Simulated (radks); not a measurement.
Isoelectronic series with 4 electrons, each ion in its NIST ground configuration. Method: scalar-relativistic Kohn-Sham, BLYP, spin-polarised, spherical densities, point nucleus; computed with a radial shooting solver on a logarithmic mesh with Libxc functionals. Total energies (hartree) and mean radii <r> (bohr):

\begin{tabular}{lrrrr}
ion & configuration & E (hartree) & 2s & 1s \\ \hline
Be & [He] 2s2 & -14.66446 & 2.605 & 0.4209 \\
B+ & [He] 2s2 & -24.34436 & 1.780 & 0.3292 \\
C2+ & [He] 2s2 & -36.53124 & 1.362 & 0.2701 \\
N3+ & [He] 2s2 & -51.22533 & 1.106 & 0.2290 \\
O4+ & [He] 2s2 & -68.42867 & 0.9312 & 0.1986 \\
F5+ & [He] 2s2 & -88.14407 & 0.8047 & 0.1754 \\
Ne6+ & [He] 2s2 & -110.37487 & 0.7085 & 0.1570 \\
\end{tabular}
